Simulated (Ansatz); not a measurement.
Stepwise reaction of `[SH][In]([SH])[SH]` with hydrogen, as a gas-phase model of exchange steps in deposition or etching. ΔE in kJ/mol; ΔG adds harmonic PBE0-D4 terms to CCSD(T)/CBS, at 1 bar.

Calculated with Ansatz (gas phase, PBE0-D4/def2-TZVP geometries, no zero-point term in ΔE). CCSD(T)/CBS adds triple-zeta CCSD(T) − MP2 to the extrapolated MP2 energy (def2 sets, frozen cores). This one scheme is used for every species. Functionals use def2-TZVPP. B3LYP here is the variant with VWN-RPA as its local correlation; programs differ in this. Elements past krypton have def2 core potentials. For In outer-core shells are correlated without core-valence functions, which leaves a few kJ/mol of doubt a bond. One conformer a species, not always the lowest.

```
step                                   reaction  PBE-D4  B3LYP-D4  ωB97M-V  CCSD(T)/CBS  ΔG(500 K)
   2  `[SH][InH][SH]` + H₂ → `[SH][InH2]` + H₂S    75.8      73.0     70.0         78.3       67.0
   3         `[SH][InH2]` + H₂ → `[InH3]` + H₂S    88.2      83.9     80.5         89.5       83.6
```

Question: Give the row of step 1, `[SH][In]([SH])[SH]` + H₂ → `[SH][InH][SH]` + H₂S. (Estimate.)

Answer: Computed: 
```csv
step,reaction,PBE-D4,B3LYP-D4,ωB97M-V,CCSD(T)/CBS,ΔG(500 K)
1,`[SH][In]([SH])[SH]` + H₂ → `[SH][InH][SH]` + H₂S,68.5,66.6,62.7,70.8,56.7
```

Question: By hand: ΔE of the 3 steps together at CCSD(T)/CBS.

Answer: (70.8) + (78.3) + (89.5) = 238.6 kJ/mol, or 79.5 kJ/mol a step.

In ΔE each step is higher than the one before. All are uphill at CCSD(T)/CBS. ΔG lies between 56.7 and 83.6 kJ/mol a step. PBE-D4 differs from CCSD(T)/CBS by -2.5 to -1.3 kJ/mol a step. Isolated molecules leave out the surface, adducts and barriers. Largest T1 diagnostic: 0.014.
